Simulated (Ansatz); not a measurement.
`CO[As]([SiH3])OC` → As• + 2 C• + 9 H• + 2 O• + Si•  (atomization)

Calculated with Ansatz (gas phase, PBE0-D4/def2-TZVP geometries, no zero-point term in ΔE). CCSD(T)/CBS is the MP2 limit (def2-TZVPP, def2-QZVPP) plus CCSD(T) − MP2 in def2-TZVPP, frozen cores. This one scheme is used for every species, atoms too. Functionals use def2-TZVPP. B3LYP here is the variant with VWN-RPA as its local correlation; programs differ in this. No spin–orbit coupling; open shells (•) take unrestricted orbitals. Spin–orbit coupling would lower the free atoms: a little for C, O, Si. Bonds to As are less sure, by a few kJ/mol each and by 10 to 20 or more in all where they break to atoms, as the def2 sets lack core-valence functions. Scalar relativity is left out up to krypton. One conformer a species, not always the lowest.

```tsv
level	ΔE (kJ/mol)
B97M-V	5163.4
PBE0-D4	5123.6
B3LYP-D4	5159.4
CAM-B3LYP-D4	5177.7
PBE-QIDH	5073.6
BLYP	5094.4
r2SCANh	5102.7
HF/CBS(def2)	3613.4
```

(1) What does CCSD(T)/CBS give? (An estimate is asked.)

(2) What do rigid-rotor, harmonic-oscillator terms from PBE0-D4/def2-TZVP frequencies (298.15 K, 1 bar) make of the CCSD(T)/CBS value? (Estimate.)

Largest T1 diagnostic among the species: 0.013.

Results:

(1) The calculation gave: +5149.8 kJ/mol. The listed levels differ from it by 13.6, -26.2, 9.6, 27.9, -76.2, -55.4, -47.1, -1536.4 kJ/mol.

(2) Ansatz gave: ΔZPE = -286.0 kJ/mol, ΔH = +4926.1 kJ/mol, ΔS = 1581 J/(mol·K), ΔG = +4454.6 kJ/mol. Open shells count their whole term as degenerate.

Leaving LDA and LC-ωPBE aside and taking each functional with its dispersion term where it has one, the values, not all of them listed here, spread over 248.5 kJ/mol, from BHLYP-D4 to PBE-D4. LDA lies +730.9 kJ/mol from PBE without D4, its usual overbinding. At CCSD(T), def2-SVP lies −350.3 kJ/mol from the extrapolated value and def2-TZVPP −139.9 kJ/mol: correlation converges slowly with the basis, and small sets miss more of it in the bonded molecule than in its fragments. In def2-TZVPP, CCSD(T) changes the Hartree–Fock value by +1406.6 kJ/mol (the triples alone add +81.6 kJ/mol) and MP2 by +1456.0 kJ/mol; breaking electron pairs costs correlation energy, which Hartree–Fock lacks.

For atomizations the MP2-based limit and the directly extrapolated one differ by several kJ/mol either way, and by 10 to 25 for some Ge, Se and Sn compounds, so smaller differences from it don't rank the levels.
